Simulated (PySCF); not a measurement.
Can point charges reproduce the dipole moment of `C=P12C=CC(C=C2)C=C1`?

Coordinates (GFN2-xTB, Å) and charges (e) from the PBE0/pcSseg-1 density (PySCF):

```
atom       x       y       z  Mulliken      IAO  Hirshfeld  ESP-fitted
  C1  -2.772   0.448   0.172   -0.5442  -0.8978    -0.3247     -1.0216
  P2  -1.140   0.049  -0.085   +0.6435  +1.1531    +0.3501     +0.6080
  C3  -0.108   1.506  -0.358   -0.2826  -0.3776    -0.0978     -0.2168
  C4   1.192   1.290  -0.238   +0.0423  -0.1196    -0.0324     -0.3340
  C5   1.662  -0.117   0.070   -0.4102  -0.1542    -0.0257     +0.4477
  C6   0.995  -0.544   1.361   +0.0423  -0.1195    -0.0324     -0.3045
  C7  -0.327  -0.531   1.419   -0.2826  -0.3775    -0.0978     -0.2542
  C8   1.149  -1.019  -1.028   +0.0514  -0.1229    -0.0391     -0.3083
  C9  -0.158  -1.053  -1.227   -0.2974  -0.4163    -0.1149     -0.2368
 H10  -3.203   0.919  -0.711   +0.1199  +0.1440    +0.0143     +0.2712
 H11  -3.347  -0.428   0.469   +0.1199  +0.1440    +0.0143     +0.2727
 H12  -0.576   2.458  -0.552   +0.1229  +0.1762    +0.0597     +0.1964
 H13   1.945   2.056  -0.343   +0.1116  +0.1597    +0.0560     +0.1760
 H14   2.748  -0.161   0.152   +0.1128  +0.1521    +0.0528     +0.0078
 H15   1.634  -0.836   2.179   +0.1116  +0.1597    +0.0560     +0.1692
 H16  -0.925  -0.788   2.279   +0.1229  +0.1762    +0.0598     +0.2079
 H17   1.871  -1.589  -1.593   +0.1061  +0.1551    +0.0533     +0.1665
 H18  -0.649  -1.654  -1.978   +0.1098  +0.1652    +0.0485     +0.1529
```

Compute μ = Σ q r for each scheme (1 e·Å = 4.803 D) and compare with the dipole of the full density.

The full density gives (3.55, -1.06, -0.77) D, 3.78 D in size; dipole vectors point from the negative to the positive end.

```json
{"scheme": "Mulliken", "μx": "1.35", "μy": "-0.56", "μz": "-0.47", "size (D)": "1.54", "share of the full size (%)": "41", "angle to the full dipole (°)": "8"}
{"scheme": "IAO", "μx": "3.41", "μy": "-0.99", "μz": "-0.71", "size (D)": "3.62", "share of the full size (%)": "96", "angle to the full dipole (°)": "1"}
{"scheme": "Hirshfeld", "μx": "3.04", "μy": "-0.40", "μz": "-0.08", "size (D)": "3.07", "share of the full size (%)": "81", "angle to the full dipole (°)": "14"}
{"scheme": "ESP-fitted", "μx": "3.54", "μy": "-1.06", "μz": "-0.79", "size (D)": "3.78", "share of the full size (%)": "100", "angle to the full dipole (°)": "0"}
```

Which set comes closest?

Length of the difference vector: ESP-fitted 0.01 D, IAO 0.17 D, Hirshfeld 1.09 D, Mulliken 2.27 D. Closest: ESP-fitted. 

What is left for the Hirshfeld atoms' own dipoles?

The Hirshfeld atoms' densities add up to the full density, so μ = Σ q r + Σ (atomic dipoles). The atomic dipoles sum to (3.55, -1.06, -0.77) − (3.04, -0.40, -0.08) = (0.51, -0.66, -0.69) D, 1.09 D in size.

With the origin at the mean of the coordinates, (0.000, 0.000, -0.001) Å, which are the largest single terms, by size, of the Mulliken dipole along the direction of the full one?

C1 +7.22, P2 -3.29, C5 -3.11, H10 -1.79, H11 -1.79 D; all 18 atoms together +1.52 D. The single terms depend on the origin, their sum doesn't.

Give the size of the full dipole in other units.

3.78 D = 1.489 au = 0.788 e·Å = 12.62 × 10⁻³⁰ C·m.

Isolated species at its GFN2-xTB geometry, gas phase.

These values come from a run that also computed NMR shieldings. Hardware: one thread of an x86-64 server, shared host. Cost: 39 s.
